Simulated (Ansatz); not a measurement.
Mulliken charges of CH3ClFSc, SMILES `[CH3][Sc]([F])[Cl]` from PBE/def2-TZVPP in Ansatz (PBE0-D4/def2-TZVP geometry).

| atom | x (Å) | y (Å) | z (Å) | charge (e) |
| --- | --- | --- | --- | --- |
| C1 | -0.207 | 1.000 | 0.007 | -0.549 |
| Sc2 | 0.315 | -1.090 | 0.092 | 0.854 |
| F3 | 1.825 | -1.496 | 1.043 | -0.357 |
| Cl4 | -1.014 | -2.588 | -1.055 | -0.269 |
| H5 | -1.295 | 1.141 | 0.029 | 0.111 |
| H6 | 0.229 | 1.592 | 0.820 | 0.107 |
| H7 | 0.145 | 1.442 | -0.936 | 0.103 |

Problem. By hand: the dipole of these point charges (1 e Å = 4.8032 D).

Solution. Σ q r = (-0.100, 0.196, -0.019) e Å, of length 0.221 e Å = 1.06 D.

Problem. How does the dipole of the full density compare? (Estimate.)

Solution. Computed: (0.022, 0.252, 0.077) e Å, 1.27 D; the point charges give 0.83 times that, at 38° from its direction.

Point charges leave out the atoms' own dipoles, such as those of lone pairs, and Mulliken's split depends on the basis, so the two needn't agree.
